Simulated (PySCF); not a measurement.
Cl$_{2}$Sc, charge +1, singlet, geometry from GFN2-xTB (such geometries of metal compounds can be far from the true shape) (the multiplicity is a formal guess).

PySCF was given this input:
```python
from pyscf import gto, scf, dft

mol = gto.M(
    atom='''
Sc    0.40621830   -0.00029416    0.42871085
Cl    1.19503248    0.37581167   -1.63460469
Cl   -1.69683156   -0.37544829    1.10502071
''',
    basis='6-31g',
    charge=1,
    verbose=4,
)

mf = dft.RKS(mol)
mf.xc = 'pbe'
mf.kernel()
```

**Question.** Estimate the nuclear repulsion energy that PBE/6-31G in PySCF returns for this input.

**Answer.** 206.3451 Eh

**Question.** What Mulliken (on the basis functions themselves) charges in atom order does PBE/6-31G give?

**Answer.** Sc1 1.00, Cl2 0.00, Cl3 0.00

**Question.** What total energy does PBE/6-31G give?

**Answer.** -1680.258800 Ha
